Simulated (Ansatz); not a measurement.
```yaml
crystal:
  periodic: [false, false, false]
  atoms:
    - {symbol: C, position_ang: [0.161163, -1.667455, -2.860807]}
    - {symbol: O, position_ang: [-0.317220, -1.058150, -1.713223]}
    - {symbol: Hf, position_ang: [-0.414406, -0.511691, 0.132279]}
    - {symbol: O, position_ang: [-1.968181, -1.369263, 1.001260]}
    - {symbol: N, position_ang: [-0.974765, 1.448483, -0.064794]}
    - {symbol: C, position_ang: [-1.389995, 2.205720, 1.087459]}
    - {symbol: C, position_ang: [-0.822590, 2.276722, -1.231905]}
    - {symbol: C, position_ang: [0.904567, -0.567441, 2.288713]}
    - {symbol: C, position_ang: [1.635198, 0.259713, 1.406260]}
    - {symbol: C, position_ang: [2.129804, -0.551174, 0.363133]}
    - {symbol: C, position_ang: [1.715495, -1.880270, 0.607791]}
    - {symbol: C, position_ang: [0.960506, -1.890431, 1.795644]}
    - {symbol: H, position_ang: [1.203681, -1.988576, -2.738137]}
    - {symbol: H, position_ang: [-0.438942, -2.549026, -3.113540]}
    - {symbol: H, position_ang: [0.118249, -0.975295, -3.709809]}
    - {symbol: H, position_ang: [-2.893014, -1.341502, 0.762622]}
    - {symbol: H, position_ang: [-2.351479, 2.712260, 0.912897]}
    - {symbol: H, position_ang: [-1.525592, 1.556596, 1.958947]}
    - {symbol: H, position_ang: [-0.659180, 2.983829, 1.363115]}
    - {symbol: H, position_ang: [-1.762619, 2.790687, -1.485134]}
    - {symbol: H, position_ang: [-0.058853, 3.058671, -1.089557]}
    - {symbol: H, position_ang: [-0.530912, 1.675919, -2.095985]}
    - {symbol: H, position_ang: [0.390610, -0.248337, 3.184124]}
    - {symbol: H, position_ang: [1.778809, 1.325476, 1.505852]}
    - {symbol: H, position_ang: [2.714160, -0.213437, -0.480997]}
    - {symbol: H, position_ang: [1.924821, -2.734789, -0.019776]}
    - {symbol: H, position_ang: [0.470662, -2.747227, 2.233568]}
basis:
  gaussian: {orbitals: def2-TZVP}
total_charge: 1
magnetization: {spin_polarized: true, initial_magnetization: 1}
hamiltonian: {xc: {name: wB97X-D}}
scf: {lower_state_search: off}
```

```sh
$ ansatz run in.yaml --threads 11 --pin off --events-out ev --progress --plain --max-ram 166912MiB --backend cuda --devices 0, --max-vram 75GiB
```

Shortened log:

```
Error: YAML parse error: error: line 35 column 19: hamiltonian.xc: no functional is named "wB97X-D"; the names, which are not case-sensitive, are SVWN5, SPW92, PBE, PBE0, PBEsol, revPBE, revPBE0, RPBE, rPW86-PBE, HSE06, wPBEh, LC-wPBE, HISS, HF, BLYP, B3LYP, B3LYP5, BHLYP, CAM-B3LYP, r2SCAN, r2SCANh, r2SCAN0, r2SCAN50, m-r2SCAN, B97, wB97, wB97X, wB97X-V, B97M-V, wB97M-V, B2PLYP, B2GP-PLYP, PBE0-DH, PBE-QIDH
33 | total_charge: 1
34 | magnetization: {spin_polarized: true, initial_magnetization: 1}
35 | hamiltonian: {xc: {name: wB97X-D}}
36 | scf: {lower_state_search: off}
```

What is wrong with this run?

The method's name isn't one that the program takes here. The input was rejected before any iteration.

HSE06 is defined as in plane-wave codes.
